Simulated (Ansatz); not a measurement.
Start from `CC(C)(C)S(C)(=O)=O` and change one atom or group to get `CC(C)S(C)(=O)=O`.

Ansatz, PBE0-D4/def2-TZVP geometries, multiplicity 1. Each molecule was computed in one conformer, which needn't be the lowest.

```
                             property  `CC(C)(C)S(C)(=O)=O`
 HOMO–LUMO gap (PBE0/def2-TZVPP) / eV                  8.83
HOMO energy (ωB97M-V/def2-TZVPP) / eV                -10.33
    LUMO energy (PBE/def2-TZVPP) / eV                 -0.03
LUMO energy (ωB97M-V/def2-TZVPP) / eV                  2.18
    HOMO energy (PBE/def2-TZVPP) / eV                 -6.68
   HOMO energy (PBE0/def2-TZVPP) / eV                 -8.06
```

Give the same properties after the change, and the shifts. (Estimate.)

The calculation gave: 
| property | `CC(C)S(C)(=O)=O` | shift |
| --- | --- | --- |
| HOMO–LUMO gap (PBE0/def2-TZVPP) / eV | 8.91 | 0.08 |
| HOMO energy (ωB97M-V/def2-TZVPP) / eV | -10.47 | -0.14 |
| LUMO energy (PBE/def2-TZVPP) / eV | -0.09 | -0.06 |
| LUMO energy (ωB97M-V/def2-TZVPP) / eV | 2.17 | -0.01 |
| HOMO energy (PBE/def2-TZVPP) / eV | -6.77 | -0.09 |
| HOMO energy (PBE0/def2-TZVPP) / eV | -8.18 | -0.12 |

With PBE0 the HOMO falls by 0.12 eV and the LUMO falls by 0.05 eV, so the gap widens by about 0.07 eV. PBE moves the HOMO by -0.09 eV and ωB97M-V by -0.14 eV.

Positive LUMOs are unbound, so they and the gaps depend on the basis.
